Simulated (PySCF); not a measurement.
C4H8OSi, SMILES C[SiH]1CC(=O)C1.

Geometry: B3LYP-D3(BJ)/def2-SVP. The structure was generated by enumeration, and PubChem lists no compound with its InChIKey, so it may never have been made.

Level of theory: TDDFT-B3LYP/def2-SVPD (PySCF).

Vertical excitations. Gas-phase values at a fixed geometry. State labels are in the subgroup Cs.

Computed lowest excited states:
| state | symmetry | energy (eV) | λ (nm) | f | main pairs |
|---|---|---|---|---|---|
| S1 | A" | 4.22 | 293 | 0.000 | HOMO→LUMO 98 % |
| S2 | A" | 6.22 | 199 | 0.019 | HOMO→LUMO+1 92 % |
| S3 | A" | 6.40 | 194 | 0.003 | HOMO−1→LUMO 98 % |
| S4 | A' | 6.46 | 192 | 0.012 | HOMO→LUMO+2 84 %, HOMO−2→LUMO 15 % |
| S5 | A" | 6.56 | 189 | 0.000 | HOMO→LUMO+3 90 % |
| S6 | A' | 6.92 | 179 | 0.123 | HOMO−2→LUMO 77 %, HOMO→LUMO+2 14 % |
| S7 | A" | 7.01 | 177 | 0.003 | HOMO→LUMO+4 97 % |
| S8 | A' | 7.52 | 165 | 0.004 | HOMO−3→LUMO 95 % |
| S9 | A" | 7.64 | 162 | 0.016 | HOMO→LUMO+5 87 % |
| S10 | A' | 7.75 | 160 | 0.014 | HOMO→LUMO+6 94 % |
| T1 | A" | 3.74 | 332 | 0 | HOMO→LUMO 96 % |
| T2 | A' | 5.77 | 215 | 0 | HOMO−2→LUMO 67 %, HOMO−4→LUMO 22 % |
| T3 | A" | 6.13 | 202 | 0 | HOMO−1→LUMO 87 % |
| T4 | A" | 6.17 | 201 | 0 | HOMO→LUMO+1 76 %, HOMO→LUMO+3 14 % |
Triplets are in the Tamm–Dancoff approximation, which puts them higher than full response would, so one can lie above its singlet here.
